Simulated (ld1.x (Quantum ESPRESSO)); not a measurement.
**u(r) = r·R(r): atom against pseudo-atom (hydrogen)**

Columns: radius, all-electron u(r) and pseudo u(r) of the 1s shell (level -6.37 eV) of hydrogen in the configuration 1s1; Wu–Cohen, scalar-relativistic, ultrasoft scheme, ld1.x (Quantum ESPRESSO) 7.5.

```tsv
r (bohr)	all-electron	pseudo
0.057	0.1020	0.0771
0.115	0.1940	0.1542
0.172	0.2739	0.2274
0.230	0.3454	0.2982
0.288	0.4079	0.3643
0.345	0.4613	0.4238
0.402	0.5076	0.4773
0.460	0.5481	0.5253
0.518	0.5825	0.5666
0.575	0.6110	0.6008
0.632	0.6347	0.6290
0.690	0.6544	0.6519
0.747	0.6699	0.6693
0.805	0.6821	0.6824
0.862	0.6910	0.6916
0.920	0.6972	0.6976
0.977	0.7008	0.7010
1.035	0.7021	0.7021
1.092	0.7014	0.7014
1.150	0.6989	0.6989
1.208	0.6947	0.6947
1.265	0.6893	0.6893
1.322	0.6826	0.6826
1.380	0.6746	0.6746
1.438	0.6657	0.6657
1.495	0.6561	0.6561
```

Problem. How many radial nodes do the two functions have?

Solution. The all-electron 1s function has n − l − 1 = 0; the pseudo-wave has 0.

Problem. At about which radius was the pseudo-wave matched?

Solution. 1.10 bohr. The columns agree to 0.0005 from 0.92 bohr on; several derivatives are matched, so the curves merge somewhat inside the radius.

Problem. Is the pseudo-wave norm-conserving?

Solution. No, it belongs to an ultrasoft set: the norm inside the radius is not constrained, and the difference is carried by the augmentation charge.
